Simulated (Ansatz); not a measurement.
`CC(C)[NH][Zr]([F])([F])[NH]C(C)C`, 27 atoms. Charge 0, multiplicity 1. Correlated methods include outer-core shells of Zr, which these sets cover unevenly. Zr: def2 effective core potential. Hardware: A = 10 threads of an AMD EPYC 7R13 on a shared host and a whole NVIDIA H100 80 GB; B = 10 threads of an AMD EPYC 7R13 on a shared host. Correlated methods freeze the cores.

Problem. Give the basis size and wall time and peak host memory of each of these runs in Ansatz. RHF-CCSD(T)/def2-TZVPP energy [A]; RHF-CCSD(T)/def2-SVP energy [A]; RKS r2SCAN0-D4/def2-TZVPP energy [A]; RKS PBE0-D4/def2-TZVPP energy [A]; RKS ωB97M-V/def2-QZVPP energy [A]; direct RPA on PBE orbitals/def2-TZVPP energy [A]; RKS PBE0-D4/def2-TZVP relaxation (22 steps) [A]; RKS PBE0-D4/def2-SVP energy [B]; RKS B97M-V/def2-TZVPP energy [A]; RKS PBE0-D4/def2-QZVPP energy [A]; RKS ωB97M-V/def2-SVP energy [B]; RKS HSE06 (plane-wave form)-D4/def2-TZVPP energy [A]. (An estimate is asked.)

Solution. Computed: Other jobs shared the machine, so times are rough.

```json
{"level": "RKS PBE0-D4/def2-TZVPP", "job": "energy [A]", "functions": "590", "wall time": "2.2 s", "peak host memory (GiB)": "1.2"}
{"level": "RKS HSE06 (plane-wave form)-D4/def2-TZVPP", "job": "energy [A]", "functions": "590", "wall time": "2.6 s", "peak host memory (GiB)": "1.2"}
{"level": "RKS r2SCAN0-D4/def2-TZVPP", "job": "energy [A]", "functions": "590", "wall time": "2.6 s", "peak host memory (GiB)": "1.2"}
{"level": "RKS PBE0-D4/def2-SVP", "job": "energy [B]", "functions": "251", "wall time": "3.2 s", "peak host memory (GiB)": "1.5"}
{"level": "RKS B97M-V/def2-TZVPP", "job": "energy [A]", "functions": "590", "wall time": "3.2 s", "peak host memory (GiB)": "1.4"}
{"level": "RKS PBE0-D4/def2-QZVPP", "job": "energy [A]", "functions": "1131", "wall time": "4.3 s", "peak host memory (GiB)": "1.8"}
{"level": "direct RPA on PBE orbitals/def2-TZVPP", "job": "energy [A]", "functions": "590", "wall time": "4.5 s", "peak host memory (GiB)": "3.6"}
{"level": "RHF-CCSD(T)/def2-SVP", "job": "energy [A]", "functions": "251", "wall time": "6 s", "peak host memory (GiB)": "0.85"}
{"level": "RKS ωB97M-V/def2-QZVPP", "job": "energy [A]", "functions": "1131", "wall time": "6.5 s", "peak host memory (GiB)": "1.9"}
{"level": "RKS ωB97M-V/def2-SVP", "job": "energy [B]", "functions": "251", "wall time": "8.5 s", "peak host memory (GiB)": "1.9"}
{"level": "RKS PBE0-D4/def2-TZVP", "job": "relaxation (22 steps) [A]", "functions": "446", "wall time": "36 s", "peak host memory (GiB)": "1.2"}
{"level": "RHF-CCSD(T)/def2-TZVPP", "job": "energy [A]", "functions": "590", "wall time": "93 s", "peak host memory (GiB)": "3.4"}
```
